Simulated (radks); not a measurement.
The numbers below are computed, except where a source is named.
Ti II, configuration [Ar] 3d3 (not the ground configuration).

Level of theory: scalar-relativistic Kohn-Sham, PBE, spin-unpolarised, spherical densities, point nucleus (a radial shooting solver on a logarithmic mesh with Libxc functionals).

Energy parts (hartree):
total: -853.29270
kinetic: 860.47416
electron-nucleus: -2026.36615
Hartree: 354.54784
exchange-correlation: -41.94855

Orbitals (lengths in bohr, moments of r in powers of bohr):
| orbital | occ. | eigenvalue (hartree) | <r^2> | <1/r> |
|---|---|---|---|---|
| 1s | 2 | -179.0418 | 0.006513 | 21.80 |
| 2s | 2 | -19.81498 | 0.1248 | 4.548 |
| 2p | 6 | -16.41195 | 0.1036 | 4.451 |
| 3s | 2 | -2.40757 | 1.191 | 1.385 |
| 3p | 6 | -1.54123 | 1.433 | 1.247 |
| 3d | 3 | -0.29490 | 4.070 | 0.8158 |

The highest occupied level is 3d at -8.025 eV. The density falls to 0.001 e/bohr^3 at r = 3.73 bohr. Summed over all electrons, <r^2> = 24.07 bohr^2, which gives a Langevin (diamagnetic) susceptibility term of -19.1 x 10^-6 cm^3/mol.
